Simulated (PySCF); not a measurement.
# Bond lengths and vibrations by method: BH2O2Si anion

These are calculations, not measurements. They come from PySCF 2.14.0, an open-source quantum chemistry program, on an isolated molecule that a program drew, which may never have been made. The molecule is BH2O2Si anion (charge -1, singlet), drawn as the SMILES string `O=B[SiH-]O`.

The geometry was optimised and harmonic frequencies were computed with HF and MP2, all in the aug-cc-pV(D+d)Z basis, for the commonest isotopes, with a restricted reference for singlets and an unrestricted one otherwise, and a frozen core in MP2. Each result is a local minimum of its method.

Geometry at the HF minimum:
```xyz
6
BH2O2Si anion, angstrom
O    -1.7995   -1.0752   -2.8947
B    -0.8034   -1.0153   -2.2132
Si    0.9549   -1.0758   -1.0749
O     0.3257   -0.6966    0.5094
H     1.3829    0.3230   -1.5536
H    -0.1814    0.0947    0.5524
```

Lengths of the bonds as drawn, in Å (atoms numbered as above):
| bond | HF | MP2 |
|---|---|---|
| O1-B2 | 1.208 | 1.245 |
| B2-Si3 | 2.095 | 2.074 |
| Si3-O4 | 1.746 | 1.792 |
| Si3-H5 | 1.539 | 1.542 |
| O4-H6 | 0.941 | 0.966 |

Rotational constants, in GHz:
| constant | HF | MP2 |
|---|---|---|
| A | 15.96 | 15.38 |
| B | 2.965 | 2.934 |
| C | 2.569 | 2.531 |

Harmonic frequencies in cm^-1, each column in rising order, so a row needn't be the same motion in every method:
| rank | HF | MP2 |
|---|---|---|
| 1 | 148 | 130 |
| 2 | 284 | 257 |
| 3 | 364 | 340 |
| 4 | 396 | 384 |
| 5 | 473 | 451 |
| 6 | 713 | 641 |
| 7 | 756 | 695 |
| 8 | 835 | 776 |
| 9 | 991 | 926 |
| 10 | 1953 | ? |
| 11 | 1967 | 1940 |
| 12 | 4194 | 3839 |

**Estimate the missing MP2 frequency from the HF column.**

A single factor s that minimises the squared misfit of MP2 against s times HF over the other rows is sum(HF x MP2) / sum(HF^2) = 0.9280, with an rms misfit of 39 cm^-1. For rank 10 it gives 0.9280 x 1953 = 1812 cm^-1. The calculation gives 1759 cm^-1, 53 cm^-1 below the estimate. The drawn bonds are on average 1.5 % longer in MP2 than in HF.
